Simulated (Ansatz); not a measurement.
Z-matrix (Å, degrees):
```
C
N 1 1.443
H 1 1.098 2 110.6
H 1 1.100 2 111.8 3 119.6
H 1 1.089 2 110.4 3 -119.4
C 2 1.443 1 113.4 3 -59.9
Si 2 1.703 1 123.7 3 134.3
H 6 1.099 2 111.9 1 -58.9
H 6 1.092 2 110.7 1 -179.4
H 6 1.098 2 110.9 1 60.9
O 7 1.644 2 104.5 1 -30.0
O 7 1.641 2 110.1 1 -153.4
H 7 1.484 2 116.8 1 90.6
H 11 0.958 7 116.2 2 159.6
H 12 0.959 7 116.3 2 54.3
```

Charge 0, multiplicity 1.

Task: List the r2SCAN/def2-TZVPP orbital energies in eV (the Gaussian-basis code of Ansatz). (An estimate is asked.)

Result: Computed: Occupied: -1791.54, -515.69, -515.62, -384.93, -273.60, -273.48, -141.80, -96.71, -96.67, -96.64, -26.55, -26.06, -23.54, -18.36, -16.29, -14.23, -13.29, -12.15, -11.48, -11.32, -10.29, -9.72, -9.57, -9.25, -9.04, -8.30, -8.01, -7.68, -5.35. Lowest empty: 0.74, 0.94, 1.36, 2.24, 2.39, 2.87, 3.07, 3.28.
